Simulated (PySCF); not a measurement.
## A survey of 29Si NMR shifts

PySCF 2.14 calculation with GIAO PBE0/pcSseg-1 shieldings and geometry: GFN2-xTB; rapidly exchanging positions averaged, isolated molecule, one conformer, non-relativistic Hamiltonian.

Shieldings were converted by a linear fit to measured shifts: 29Si (scatter 8.9 ppm rms, 25.8 ppm with the 6 outliers that the fit left out vs TMS, solution or neat liquid). Occasional misses reach two or three times the rms, and more in compound classes unlike the fitted ones.

Q: Give the 29Si shifts of `CS[SiH2]SCSC(F)(F)F`, `CCCN[SiH2][SiH2]N`, `O=Cc1c2ccc-2c1[SiH3]`, `CC(C)N[SiH2][SiH2]N`, `F[C@@H]([SiH3])[Si@@H](Cl)C(F)(F)F`, `C#C[Si@@H]1[SiH2][SiH2][SiH2][Si@H]1O`, `CN[Si@@H]1[SiH2][SiH2]S[Si@@H]1C`, `C[SiH2]C[SiH2]S[SiH2]C`.

A: 
```
                                                        compound                                               environment  δ (ppm)
                                             CS[SiH2]SCSC(F)(F)F                                silicon bonded to 2 S, 2 H    -16.8
              [CH3:1][CH2:2][CH2:3][NH:4][SiH2:5][SiH2:6][NH2:7]                         Si6: silicon bonded to N, Si, 2 H    -52.4
              [CH3:1][CH2:2][CH2:3][NH:4][SiH2:5][SiH2:6][NH2:7]                         Si5: silicon bonded to N, Si, 2 H    -54.0
                                            O=Cc1c2ccc-2c1[SiH3]                                  silicon bonded to C, 3 H    -79.0
             [CH3:1][CH:2]([CH3:3])[NH:4][SiH2:5][SiH2:6][NH2:7]                         Si6: silicon bonded to N, Si, 2 H    -56.4
             [CH3:1][CH:2]([CH3:3])[NH:4][SiH2:5][SiH2:6][NH2:7]                         Si5: silicon bonded to N, Si, 2 H    -60.1
[F:1][C@@H:2]([SiH3:3])[Si@@H:4]([Cl:5])[C:6]([F:7])([F:8])[F:9]                         Si4: silicon bonded to 2 C, Cl, H    -17.4
[F:1][C@@H:2]([SiH3:3])[Si@@H:4]([Cl:5])[C:6]([F:7])([F:8])[F:9]                             Si3: silicon bonded to C, 3 H    -66.7
   [CH:1]#[C:2][Si@@H:3]1[SiH2:4][SiH2:5][SiH2:6][Si@H:7]1[OH:8]   Si7: silicon bonded to O, 2 Si, H, in a 5-membered ring     -1.6
   [CH:1]#[C:2][Si@@H:3]1[SiH2:4][SiH2:5][SiH2:6][Si@H:7]1[OH:8]   Si3: silicon bonded to C, 2 Si, H, in a 5-membered ring    -89.2
   [CH:1]#[C:2][Si@@H:3]1[SiH2:4][SiH2:5][SiH2:6][Si@H:7]1[OH:8]    Si4: silicon bonded to 2 Si, 2 H, in a 5-membered ring   -102.7
   [CH:1]#[C:2][Si@@H:3]1[SiH2:4][SiH2:5][SiH2:6][Si@H:7]1[OH:8]    Si5: silicon bonded to 2 Si, 2 H, in a 5-membered ring   -109.0
   [CH:1]#[C:2][Si@@H:3]1[SiH2:4][SiH2:5][SiH2:6][Si@H:7]1[OH:8]    Si6: silicon bonded to 2 Si, 2 H, in a 5-membered ring   -110.4
   [CH3:1][NH:2][Si@@H:3]1[SiH2:4][SiH2:5][S:6][Si@@H:7]1[CH3:8]  Si7: silicon bonded to C, S, Si, H, in a 5-membered ring    -21.8
   [CH3:1][NH:2][Si@@H:3]1[SiH2:4][SiH2:5][S:6][Si@@H:7]1[CH3:8]   Si3: silicon bonded to N, 2 Si, H, in a 5-membered ring    -35.4
   [CH3:1][NH:2][Si@@H:3]1[SiH2:4][SiH2:5][S:6][Si@@H:7]1[CH3:8]   Si5: silicon bonded to S, Si, 2 H, in a 5-membered ring    -43.8
   [CH3:1][NH:2][Si@@H:3]1[SiH2:4][SiH2:5][S:6][Si@@H:7]1[CH3:8]    Si4: silicon bonded to 2 Si, 2 H, in a 5-membered ring   -125.0
              [CH3:1][SiH2:2][CH2:3][SiH2:4][S:5][SiH2:6][CH3:7]                          Si4: silicon bonded to C, S, 2 H    -30.0
              [CH3:1][SiH2:2][CH2:3][SiH2:4][S:5][SiH2:6][CH3:7]                          Si6: silicon bonded to C, S, 2 H    -30.2
              [CH3:1][SiH2:2][CH2:3][SiH2:4][S:5][SiH2:6][CH3:7]                           Si2: silicon bonded to 2 C, 2 H    -43.2
```
